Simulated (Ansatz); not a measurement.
Program: Ansatz. Geometries: PBE0-D4/def2-TZVP. ΔE: electronic, gas phase. CCSD(T)/CBS adds triple-zeta CCSD(T) − MP2 to the extrapolated MP2 energy (def2 sets, frozen cores). Functionals use def2-TZVPP. B3LYP here is the variant with VWN-RPA as its local correlation; programs differ in this. One conformer a species, not always the lowest.

`B[SiH2][SiH2]O` + `[SiH3]CSCS` → `O[SiH2]SC[SiH3]` + `B[SiH2]CS`  (redistribution)

`B[SiH2][SiH2]O`:

Cartesian coordinates in Å:
```
B -1.706 1.449 -0.088
Si -0.120 0.650 0.810
Si 0.749 -0.931 -0.716
O 2.072 -1.710 -0.101
H -2.780 0.928 -0.016
H -1.599 2.412 -0.788
H 0.968 1.617 1.126
H -0.452 -0.112 2.051
H 1.222 -0.269 -1.957
H -0.330 -1.898 -1.073
H 1.976 -2.136 0.751
```

`[SiH3]CSCS`:

Z-matrix (Å, degrees):
```
Si
C 1 1.881
H 1 1.490 2 111.1
H 1 1.487 2 110.2 3 120.0
H 1 1.484 2 108.9 3 -120.4
S 2 1.815 1 111.2 3 -174.4
H 2 1.093 1 109.4 3 69.1
H 2 1.093 1 113.5 3 -49.7
C 6 1.803 2 99.8 1 79.9
S 9 1.797 6 110.7 2 -171.8
H 9 1.092 6 110.3 2 71.8
H 9 1.090 6 110.6 2 -48.6
H 10 1.343 9 96.2 6 64.7
```

`O[SiH2]SC[SiH3]`:

Cartesian coordinates in Å:
```
O -2.788 -0.174 -1.749
Si -1.629 0.264 -0.672
S 0.282 -0.312 -1.439
C 1.124 -0.847 0.091
Si 1.613 0.641 1.127
H -2.738 -1.067 -2.097
H -1.804 1.724 -0.518
H -1.753 -0.418 0.646
H 0.489 -1.542 0.645
H 2.008 -1.400 -0.236
H 2.287 0.216 2.386
H 2.526 1.511 0.345
H 0.383 1.403 1.471
```

`B[SiH2]CS`:

Cartesian coordinates in Å:
```
B 1.137 -1.158 1.529
Si 0.847 0.071 -0.032
C -0.974 0.316 -0.464
S -1.145 1.436 -1.870
H 0.244 -1.684 2.128
H 2.252 -1.390 1.895
H 1.458 1.397 0.277
H 1.561 -0.479 -1.221
H -1.408 -0.659 -0.697
H -1.487 0.721 0.413
H -2.486 1.429 -1.958
```

CCSD(T)/CBS gives -1.03 eV.

**Question.** Another level gave -1.08 eV. Which?
A. B3LYP-D4/def2-TZVPP
B. HF/def2-TZVPP
C. PBE0-D4/def2-TZVPP
D. ωB97M-V/def2-TZVPP

**Answer.** D. ωB97M-V -1.08, PBE0-D4 -0.93, B3LYP-D4 -0.98, HF/def2-TZVPP -1.14 eV.

Largest T1 diagnostic among the species: 0.014.

From PBE to PBE0 (25 % exact exchange), in def2-TZVPP and without D4, ΔE moves by −0.09 eV. In def2-TZVPP, CCSD(T) changes the Hartree–Fock value by +0.12 eV (the triples alone add +0.02 eV) and MP2 by +0.04 eV.
